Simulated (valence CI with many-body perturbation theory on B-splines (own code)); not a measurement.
# W³³⁺: calculated level list

Method: valence CI with perturbative core correlation (CI+MBPT): five valence electrons over a frozen Dirac-Fock core [Kr], a basis of 7 s, 7 p, 8 d, 6 f, 4 g, 1 h functions for each j, with the one-electron correlation potential Σ1 (screened to all orders), the two-electron term Σ2, the three-electron term Σ3, Breit, model QED; selected single and double excitations, second order for the rest, scaled by the run's own slope (own B-spline code, finite nucleus).

No measured spectrum was set against this ion. As an estimate, large intervals hold to a few tenths of a per cent, small ones and those within an open d or f shell to about a per cent. The list stops below the first excitations out of the core.

Levels 1 to 37 of 37, with energies above the lowest level, (4d3/2^4 4d5/2) J=5/2. "Leading %" is the weight of the configuration and term that name the level; weights of strongly mixed levels are sums over their largest components and can fall short. In the jj column 3d3/2^4 stands for four electrons in 3d with j = 3/2.

```
No.  Configuration  Term     J  E (cm⁻¹)  Leading %               Leading jj      g
  1            4d⁵    ⁴P   5/2         0         28     4d3/2^4 4d5/2 (91 %)  1.371
  2            4d⁵    ⁶S   5/2    102600         38   4d3/2^3 4d5/2^2 (86 %)  1.334
  3            4d⁵    ⁴G   7/2    139900         35   4d3/2^3 4d5/2^2 (98 %)  1.162
  4            4d⁵    ⁴D   3/2    143870         41   4d3/2^3 4d5/2^2 (97 %)  1.194
  5            4d⁵    ²H  11/2    147610         41   4d3/2^3 4d5/2^2 (97 %)  1.118
  6            4d⁵    ⁴G   9/2    159700         34   4d3/2^3 4d5/2^2 (94 %)  1.144
  7            4d⁵    ⁴D   5/2    167700         32   4d3/2^3 4d5/2^2 (90 %)  1.139
  8            4d⁵    ⁴P   1/2    174670         46   4d3/2^3 4d5/2^2 (87 %)  1.809
  9            4d⁵    ²F   7/2    183150         39   4d3/2^3 4d5/2^2 (96 %)  1.086
 10            4d⁵    ²D   3/2    226390         56   4d3/2^3 4d5/2^2 (82 %)  0.787
 11            4d⁵    ²D   5/2    241860         30   4d3/2^2 4d5/2^3 (84 %)  1.274
 12            4d⁵    ⁴D   7/2    264930         52   4d3/2^2 4d5/2^3 (98 %)  1.217
 13            4d⁵    ²I  11/2    270170         51   4d3/2^2 4d5/2^3 (98 %)  1.086
 14            4d⁵    ⁴G   9/2    275090         57   4d3/2^2 4d5/2^3 (94 %)  1.146
 15            4d⁵    ⁴D   1/2    283100         76   4d3/2^2 4d5/2^3 (96 %)  0.530
 16            4d⁵    ²I  13/2    288230        100  4d3/2^2 4d5/2^3 (100 %)  1.073
 17            4d⁵    ⁴P   3/2    290230         53   4d3/2^2 4d5/2^3 (96 %)  1.186
 18            4d⁵    ²F   5/2    293880         42   4d3/2^2 4d5/2^3 (95 %)  1.018
 19            4d⁵    ²H   9/2    312760         52   4d3/2^2 4d5/2^3 (99 %)  1.108
 20            4d⁵    ²G   7/2    318220         61   4d3/2^2 4d5/2^3 (99 %)  0.988
 21            4d⁵    ⁴F   5/2    322230         62   4d3/2^2 4d5/2^3 (97 %)  1.048
 22            4d⁵    ²D   3/2    326740         87   4d3/2^2 4d5/2^3 (83 %)  0.845
 23            4d⁵    ⁴P   1/2    341500         38   4d3/2^2 4d5/2^3 (78 %)  1.798
 24            4d⁵    ²G   7/2    343570         44   4d3/2^2 4d5/2^3 (93 %)  1.043
 25            4d⁵    ²G   9/2    367770         75   4d3/2^2 4d5/2^3 (94 %)  1.105
 26            4d⁵    ⁴P   5/2    402760         33     4d3/2 4d5/2^4 (82 %)  1.274
 27            4d⁵    ²P   3/2    410860         73   4d3/2^2 4d5/2^3 (95 %)  1.188
 28            4d⁵    ²D   5/2    421070         64   4d3/2^2 4d5/2^3 (75 %)  1.129
 29            4d⁵    ⁴F   7/2    431440         30     4d3/2 4d5/2^4 (98 %)  1.191
 30            4d⁵    ²H  11/2    440100         57     4d3/2 4d5/2^4 (98 %)  1.071
 31            4d⁵    ²D   3/2    441020         32     4d3/2 4d5/2^4 (95 %)  0.966
 32            4d⁵    ²G   9/2    459930         59     4d3/2 4d5/2^4 (94 %)  1.115
 33            4d⁵    ²D   5/2    472720         65     4d3/2 4d5/2^4 (84 %)  1.112
 34            4d⁵    ²G   7/2    481720         57     4d3/2 4d5/2^4 (95 %)  1.001
 35            4d⁵    ²P   1/2    505980         58     4d3/2 4d5/2^4 (86 %)  1.184
 36            4d⁵    ²D   3/2    552520         75     4d3/2 4d5/2^4 (92 %)  0.873
 37            4d⁵    ²D   5/2    598580         45           4d5/2^5 (91 %)  1.152
```

The ionisation energy to 4d⁴ ³P0 of the next ion comes out as 1383.9 eV (NIST: 1386.8 ± 1.4 eV (semi-empirical)). All 37 levels together are meant to be complete up to 1007900 cm⁻¹.
